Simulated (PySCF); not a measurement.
oxetane-3-carbaldehyde (C₄H₆O₂), SMILES O1CC(C=O)C1.

Geometry optimised at PBE-D3(BJ)/def2-SVP. One conformer was computed; it need not be the lowest.

Computed with PBE-D3(BJ)/def2-SVP (PySCF).

No scaling factor is applied to the harmonic values.

Question: Give all harmonic wavenumbers and intensities. (The exact figures need the calculation; the answer reports its results.)

Answer: 
```
mode  ν (cm⁻¹)  IR (km/mol)  moving atoms (share of kinetic energy)
----  --------  -----------  --------------------------------------
1           56          7.9                  O 56 %, C 22 %, H 22 %
2           79          7.1                  O 42 %, C 39 %, H 19 %
3          312          4.2                  C 49 %, H 39 %, O 12 %
4          318          0.0                          C 52 %, H 48 %
5          453          6.7                          O 58 %, C 35 %
6          800          3.2                  C 57 %, O 28 %, H 15 %
7          841         18.4                          H 57 %, C 41 %
8          858          1.2                          H 73 %, C 26 %
9          906          3.1                          C 56 %, H 43 %
10         945         50.0                  C 51 %, H 25 %, O 24 %
11        1045         13.7                  C 56 %, H 34 %, O 11 %
12        1050         87.5                  C 52 %, O 36 %, H 12 %
13        1054          0.9                  C 58 %, H 28 %, O 14 %
14        1115          7.7                   H 67 %, C 24 %, O 8 %
15        1134          0.0                                  H 94 %
16        1147         16.9                          H 58 %, C 39 %
17        1190          6.5                          H 69 %, C 31 %
18        1258          4.3                          H 56 %, C 43 %
19        1258          0.1                          H 78 %, C 18 %
20        1328         11.8                          H 65 %, C 33 %
21        1369          3.3                   H 79 %, C 12 %, O 8 %
22        1437          0.6                                  H 93 %
23        1466          2.2                          H 90 %, C 10 %
24        1799        200.0                          C 61 %, O 37 %
25        2749        103.7                                  H 92 %
26        2928        127.7                                  H 95 %
27        2941          0.9                                  H 95 %
28        2983          0.4                          H 90 %, C 10 %
29        2984         65.8                          H 90 %, C 10 %
30        3058          8.5                           H 92 %, C 8 %
```
